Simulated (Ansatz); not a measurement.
Ansatz results at the PBE0-D4/def2-TZVP geometry: size of the dipole moment (PBE/def2-TZVPP) 2.02 D; LUMO energy (PBE/def2-TZVPP) -3.66 eV; LUMO energy (B3LYP/def2-TZVPP) -3.16 eV.

Which molecule gave them?
A. `C[S][Ge][NH2]`
B. `C[CH2][Ge][OH]`
C. `CC(C)[O][Ge][O]C(C)C`
D. `[F][Ge][Br]`

D. The others give `CC(C)[O][Ge][O]C(C)C`: 1.42, -2.16, -1.64; `C[S][Ge][NH2]`: 0.72, -2.05, -1.53; `C[CH2][Ge][OH]`: 2.12, -2.56, -2.01.

B3LYP here is the variant with VWN-RPA as its local correlation; programs differ in this.
